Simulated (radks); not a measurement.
Q: Species: Sm52+. Configuration: [Ne]. Method: non-relativistic Kohn-Sham, TPSS, spin-polarised, spherical densities, point nucleus; meta-GGA in the generalised Kohn-Sham scheme; relativity is left out, which matters for an element this heavy; computed with a radial shooting solver on a logarithmic mesh with Libxc functionals. Some entries of the table are withheld. Estimate them.

orbital  occ.  eigenvalue (Ry)  <r^2> (bohr^2)  <r> (bohr)
1s          2              (1)       0.0007988     0.02445
2s          2        -779.2163             (2)         (3)
2p          6        -757.4197        0.009079     0.08673

A: 
(1) 1s eigenvalue (Ry): -3525.948
(2) 2s <r^2> (bohr^2): 0.01224
(3) 2s <r> (bohr): 0.1023
